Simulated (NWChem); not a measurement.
Species: C3H7BO; SMILES CB(C)C=O

```xyz
12

C      1.3402    -1.2122    -0.1141
B     -0.0017    -0.4299     0.1288
C     -1.4262    -1.0608    -0.0762
C      0.0941     1.1105     0.5084
O      0.0034     1.9325    -0.3955
H      2.1618    -0.9224     0.5524
H      1.2257    -2.3018    -0.0969
H      1.6724    -0.9429    -1.1314
H     -2.1198    -0.3624    -0.5608
H     -1.4203    -2.0078    -0.6270
H     -1.8578    -1.2675     0.9178
H      0.2708     1.4684     1.5570
```
Atoms are numbered in this order, from 1.

Computed with NWChem. Coordinates come from a B3LYP/6-31G* (spherical d) optimisation. Hybrids' shares of exact exchange are those that their runs print; pure functionals count as 0. The functionals differ in more than this share.

```
row                     share of exact exchange  orbital gap (eV)
----------------------  -----------------------  ----------------
PBE/def2-TZVP                              0.00              3.02
BLYP/def2-TZVP                             0.00              3.10
TPSSh/def2-TZVP                            0.10              4.34
B3LYP/def2-TZVP                            0.20          withheld
Hartree-Fock/def2-TZVP                     1.00             13.29
```

Task: Fit a straight line of the last column on the one before it, predict the withheld value, and compare with the run.

Result: 
1. Means of the 4 shown rows: x = 0.275, y = 5.938. Slope Σ(x − x̄)(y − ȳ)/Σ(x − x̄)² = 7.193/0.7075 = 10.17; intercept 3.141.
2. The shown rows scatter about the line by 0.112 (root mean square); the largest residual is +0.18, at TPSSh/def2-TZVP.
3. At x = 0.20 (B3LYP/def2-TZVP; inside the shown range) the line gives 5.18.
4. The run gives 5.18, 0.00 from the line, 0.0 times the scatter.
